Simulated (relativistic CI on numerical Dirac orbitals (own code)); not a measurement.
# Cr⁵⁺: M2,3 absorption edge

Computed with this model: Dirac-Coulomb-Breit CI, KLI orbitals optimised for each configuration, a model potential for QED, valence Slater integrals scaled by 0.8, multiplet model of core-to-valence dipole absorption; configurations [Ar] 3d → [Ne] 3s2 3p5 3d2; 300 K; Lorentzian 0.48 eV and Gaussian 0.3 eV FWHM. Energies are those of the free ion, without screening or charge transfer. The branching ratio is the share of the lower-energy edge in the whole absorption, uncertain by about 0.02 where the edges overlap. S is read from ⟨S²⟩ = S(S + 1).

Field parameters in Wybourne normalisation: Oh B⁴₀ = 21Dq, B⁴₄ = √(5/14) B⁴₀. The field is a parameter set, without covalency.

Peaks in eV (height, largest 100): 55.9 (8), 57.5 (100), 61.7 (86), 64.6 (21).

Q: Which surroundings give this spectrum?
A. Oh, 10Dq = 20650 cm⁻¹
B. Oh, 10Dq = 28050 cm⁻¹
C. Oh, 10Dq = 35400 cm⁻¹
D. free ion

A: B. Oh, 10Dq = 28050 cm⁻¹, where the ground state has S = 0.50.
